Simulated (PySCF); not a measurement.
C4H7FO, SMILES C1[C@@]([C@@H]1F)(C)O.

Geometry optimised at B3LYP-D3(BJ)/def2-SVP. The structure was generated by enumeration; whether it is a known compound was not checked. Other conformers were not sampled.

Two levels are set side by side: TDDFT-PBE/def2-SVPD (PySCF) and TDDFT-CAM-B3LYP/def2-SVPD (PySCF). Vertical, same geometry. The lowest singlet is HOMO→LUMO 100 % with PBE and HOMO→LUMO 81 % with the other functional; states are paired by order. Differences are taken from unrounded values.

| quantity | TDDFT-CAM-B3LYP | TDDFT-PBE | TDDFT-PBE minus TDDFT-CAM-B3LYP |
|---|---|---|---|
| lowest singlet excitation (eV) | 7.04 | 6.10 | -0.93 |
| lowest triplet excitation (TDA) (eV) | 6.80 | 5.95 | -0.85 |

A lower first singlet is the usual sign of a functional without exact exchange. Differences between two approximate levels are no errors against the true value.

Rough cost on one machine, each run with all the roots and properties that it gave: TDDFT-CAM-B3LYP against TDDFT-PBE about 6 times.
